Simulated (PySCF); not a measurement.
Heteronuclear NMR

Molfile (atoms numbered from 1):
```
H11NOSi4
     RDKit          3D

 17 16  0  0  0  0  0  0  0  0999 V2000
    2.4785   -0.2490   -0.1865 Si  0  0  0  0  0  4  0  0  0  0  0  0
    1.1822    0.8834    0.0058 N   0  0  0  0  0  0  0  0  0  0  0  0
   -0.2781    0.7401    0.9325 Si  0  0  1  0  0  4  0  0  0  0  0  0
   -1.9408    1.9893   -0.0387 Si  0  0  0  0  0  4  0  0  0  0  0  0
   -0.7268   -0.8207    0.9573 O   0  0  0  0  0  0  0  0  0  0  0  0
   -0.8449   -2.3579    0.4786 Si  0  0  0  0  0  4  0  0  0  0  0  0
    3.5169    0.4938   -0.9063 H   0  0  0  0  0  0  0  0  0  0  0  0
    2.9638   -0.6944    1.1215 H   0  0  0  0  0  0  0  0  0  0  0  0
    2.0251   -1.4014   -0.9708 H   0  0  0  0  0  0  0  0  0  0  0  0
    1.3213    1.7777   -0.4328 H   0  0  0  0  0  0  0  0  0  0  0  0
    0.0364    0.9729    2.3511 H   0  0  0  0  0  0  0  0  0  0  0  0
   -1.5226    2.6846   -1.2663 H   0  0  0  0  0  0  0  0  0  0  0  0
   -3.1461    1.2382   -0.4080 H   0  0  0  0  0  0  0  0  0  0  0  0
   -2.3935    3.0542    0.8662 H   0  0  0  0  0  0  0  0  0  0  0  0
   -2.1046   -2.8156    1.0627 H   0  0  0  0  0  0  0  0  0  0  0  0
   -0.8849   -2.4005   -0.9836 H   0  0  0  0  0  0  0  0  0  0  0  0
    0.3111   -3.0828    1.0052 H   0  0  0  0  0  0  0  0  0  0  0  0
  1  2  1  0
  2  3  1  0
  3  4  1  0
  3  5  1  0
  5  6  1  0
  1  7  1  0
  1  8  1  0
  1  9  1  0
  2 10  1  0
  3 11  1  1
  4 12  1  0
  4 13  1  0
  4 14  1  0
  6 15  1  0
  6 16  1  0
  6 17  1  0
M  END
```

[PySCF 2.14: structure optimised with GFN2-xTB; PBE0/pcSseg-1 with gauge-including orbitals; one averaged value for each set of equivalent atoms; relativity neglected; one conformer; in vacuum]

Task: Where does 29Si resonate?

Result: 
| atoms | environment | σ (ppm) | δ (ppm) |
| --- | --- | --- | --- |
| Si3 | silicon bonded to N, O, Si, H | 365.7 | -20.6 |
| Si6 | silicon bonded to O, 3 H | 393.1 | -43.2 |
| Si1 | silicon bonded to N, 3 H | 408.1 | -55.5 |
| Si4 | silicon bonded to Si, 3 H | 468.9 | -105.5 |

Shieldings were converted by a linear fit to measured shifts: 29Si: δ = 279.94 − 0.822σ (rms 8.9 ppm, 72 shifts, 25.8 ppm with the 6 outliers that the fit left out vs TMS, solution or neat liquid). A few per cent of atoms miss by over 2 rms, more outside the fitted compound classes.

On a 300 MHz spectrometer 29Si resonates near 59.6 MHz, so 1 ppm is 59.6 Hz.

Task: What are the 15N shifts?

Result: 
```json
{"atoms": "N2", "environment": "nitrogen bonded to 2 Si, H", "σ (ppm)": "245.6", "δ (ppm)": "-374.4"}
```

Shieldings were converted by a linear fit to measured shifts: 15N: δ = -148.07 − 0.921σ (rms 6.3 ppm, 71 shifts vs CH3NO2, solution or neat liquid). Occasional misses reach two or three times the rms, and more in compound classes unlike the fitted ones.

On a 300 MHz spectrometer 15N resonates near 30.4 MHz, so 1 ppm is 30.4 Hz.

Task: Where does 17O resonate?

Result: 
| atoms | environment | σ (ppm) | δ (ppm) |
| --- | --- | --- | --- |
| O5 | oxygen bonded to 2 Si | 304.8 | -10.9 |

Shieldings were converted by a linear fit to measured shifts: 17O: δ = 266.70 − 0.911σ (rms 10.7 ppm, 155 shifts, 12.2 ppm with the 3 outliers that the fit left out vs liquid water, solution or neat liquid). A few per cent of atoms miss by over 2 rms, more outside the fitted compound classes.

On a 400 MHz spectrometer 17O resonates near 54.2 MHz, so 1 ppm is 54.2 Hz.
